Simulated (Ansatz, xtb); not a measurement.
# C2H7ClGeSi2: which of two isomers lies lower

Structure a: `[SiH3][GeH2][C]#C[SiH2]Cl`, a singlet. Structure b: `C=[C]1[SiH2][SiH2][Ge@@H]1[Cl]`, a singlet. Both are isolated molecules in the gas phase, relaxed with PBE-D3(BJ)/def2-SVP.

Problem. Which of the two would you expect CCSD(T)/def2-SVP + ΔMP2/def2-TZVPP electronic energies to favour?

Solution. Structure b; the calculation gives E(b) − E(a) = −30.1 kJ/mol.

Level by level:

```tsv
level	geometry	E(b) − E(a) (kJ/mol)	departure from the last row (kJ/mol)	job, with rough time for the two
GFN2-xTB	GFN2-xTB	−2.7	+27.4	optimisation, 0.23 s
HF/STO-3G	GFN2-xTB	−8.5	+21.6	single point, 0.6 s
r2SCAN-D4/def2-SVP	GFN2-xTB	−59.6	−29.5	single point, 4.5 s
PBE-D3(BJ)/def2-SVP	PBE-D3(BJ)/def2-SVP	−82.2	−52.1	optimisation, 55 s
HF/def2-SVP	PBE-D3(BJ)/def2-SVP	−9.5	+20.6	part of the CCSD(T) run
MP2/def2-SVP	PBE-D3(BJ)/def2-SVP	−23.3	+6.8	part of the CCSD(T) run
CCSD(T)/def2-SVP	PBE-D3(BJ)/def2-SVP	−33.2	−3.1	single point
CCSD(T)/def2-SVP + ΔMP2/def2-TZVPP	PBE-D3(BJ)/def2-SVP	−30.1		single point, 80 s
```

As drawn, b has 1 C=C, 1 Si–Si, 1 Cl–Ge, 2 C–H in place of 1 C≡C, 1 Cl–Si, 1 Si–H, 1 Ge–H. Structure a has no ring, b a 4-membered ring.

None of the levels shown reverses the order. The largest departure from CCSD(T)/def2-SVP + ΔMP2/def2-TZVPP is that of PBE-D3(BJ)/def2-SVP, 52.1 kJ/mol. The last row adds to CCSD(T) the change of the MP2 difference between the two basis sets, here +3.1 kJ/mol.

With thermal terms from frequencies at re-optimised GFN2-xTB minima (ideal gas, soft modes damped towards free rotors, one conformer each, 298.15 K, 1 atm): the zero-point term adds +13.2 kJ/mol; ΔH is −19.9 and ΔG −8.7 kJ/mol.

The correlated steps freeze 26 core orbitals; the filled d shell of Ge is correlated, in a basis made for valence electrons. Mirror images aren't counted in ΔG. Run with Ansatz 0.2.0, xtb 6.7.1; the last row on 4 threads of Arm Neoverse V1 on a shared host.
